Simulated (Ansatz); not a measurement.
Basis sets compared for the cluster MoO3⁺. Charge 1, multiplicity 2. Geometry B3LYP-D4/def2-TZVP. Ansatz on 4 threads of Arm Neoverse V2 on a shared host; times are rough, and most runs start from earlier orbitals.

```
atom   x (Å)   y (Å)   z (Å)
 Mo1   0.115   0.444   0.231
  O2   1.109  -0.776   0.781
  O3  -1.584  -0.231   0.400
  O4   0.360   0.564  -1.413
```

In the def2 sets Mo takes a core potential; there is no spin–orbit coupling. The structure comes from a short search, and lower isomers may exist.

```
           level  functions  energy (Eh)  HOMO (eV)  LUMO (eV)  wall time
 PBE-D4/def2-SVP         73    -293.1956     -14.91     -14.19     0.95 s
PBE0-D4/def2-SVP         73    -293.0882     -16.37     -12.61      1.4 s
```

Problem. Estimate the rows for PBE-D4/def2-TZVP, PBE0-D4/def2-TZVP.

Solution. 
```json
{"level": "PBE-D4/def2-TZVP", "functions": "133", "energy (Eh)": "-293.4899", "HOMO (eV)": "-14.82", "LUMO (eV)": "-14.09", "wall time": "1.6 s"}
{"level": "PBE0-D4/def2-TZVP", "functions": "133", "energy (Eh)": "-293.3873", "HOMO (eV)": "-16.25", "LUMO (eV)": "-12.44", "wall time": "3.9 s"}
```
